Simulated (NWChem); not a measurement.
Isomers of C4H7F, each optimised at PBE0/def2-SVP with NWChem, gas phase unless a solvent is named. Flexible species stand in one conformer each, which need not be the lowest. 

A: C(C)C(F)=C
B: C/C=C(\C)F
C: C=C[C@H](C)F
D: C(=C/F)/CC

### Question
Rank them by orbital gap (eV), PBE0/def2-SVP, lowest first.

### Answer
B (7.64), D (7.81), A (7.85), C (7.90)
